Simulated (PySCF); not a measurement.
## K¹⁷⁺: ionisation energy

K¹⁷⁺ 1s2 (1S) → K¹⁸⁺ 1s1 (2S), as a difference of total energies. Computed with PySCF 2.14 in an uncontracted even-tempered set (17 s from 14 bohr⁻², ratio 2.2; 7 p from 21 bohr⁻², ratio 2.4; 4 d from 63 bohr⁻², ratio 2.4; 3 f from 94 bohr⁻², ratio 2.4; 3 g from 140 bohr⁻², ratio 2.4), with the spin-free X2C one-electron Hamiltonian (Gaussian nucleus). Correlated levels: nothing frozen; virtual orbitals above 40 to 60 times the deepest correlated orbital energy dropped. The calculations carry no spin-orbit coupling.

```tsv
method	ionisation energy (eV)	difference from reference (eV)
UHF	4611.9	+1.1
MP2 (all electrons)	4613.2	+2.4
SCS-MP2 (all electrons)	4613.4	+2.6
CCSD (all electrons)	4613.2	+2.4
```

Reference: 4610.8 eV (theoretical estimate listed by NIST; NIST Atomic Spectra Database, ionization energies).

With two correlated electrons CCSD is exact in that space.
